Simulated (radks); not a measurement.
The numbers below are computed, except where a source is named.
Yb3+, 67 electrons, occupied as [Xe] 4f(up 6.5, down 6.5) (fractional occupations, a model configuration). Code: a radial shooting solver on a logarithmic mesh with Libxc functionals. Model: scalar-relativistic Kohn-Sham, PBE, spin-polarised, spherical densities, point nucleus. Some entries of the table are withheld. Estimate them.

orbital,occ.,eigenvalue (hartree),<r> (bohr)
1s,2,-2251.970,0.01966
2s,2,-382.5710,0.08333
2p,6,-337.2856,0.07415
3s,2,(1),0.2167
3p,6,-73.56561,0.2162
3d,10,(2),0.1961
4s,2,(3),0.4875
4p,6,-13.68242,0.5177
4d,10,(4),(5)
5s,2,-3.15202,1.186
5p,6,-2.09845,1.390
4f,13,-1.32278,0.7321

Answer. 
(1) 3s eigenvalue (hartree): -87.21382
(2) 3d eigenvalue (hartree): -56.96056
(3) 4s eigenvalue (hartree): -18.16517
(4) 4d eigenvalue (hartree): -7.78427
(5) 4d <r> (bohr): 0.5587
